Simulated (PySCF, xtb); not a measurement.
diboron tetrafluoride cation (B₂F₄), SMILES FB(F)B(F)F (connectivity only; charge and spin as stated), charge +1, multiplicity 2.

The structure is a stationary point at B3LYP-D3(BJ)/def2-SVP. The multiplicity is an assumed one; other spin states were not compared. The values are those of a single conformer.

Calculation: C-PCM-PBE0/def2-SVP run with PySCF.

The values are the electrostatic part of the solvation free energy, E(continuum) − E(gas) at the gas-phase geometry, in a cavity of scaled van der Waals radii (PySCF's table); cavitation and dispersion terms are not included.

| solvent | ε | ΔG(elec) (kcal/mol) |
|---|---|---|
| water | 78.36 | (withheld) |
| 1-octanol | 9.86 | -55.0 |
| N,N-dimethylformamide | 37.22 | -59.6 |

Task: Complete the blanks. (Estimate from the structure and the level; the computed values follow.)

Result: 
- water, ΔG(elec) (kcal/mol): -60.5

For comparison, GFN2-xTB/ALPB(water) (xtb, at the GFN2-xTB geometry, all terms of that model) gives -55.7 kcal/mol.
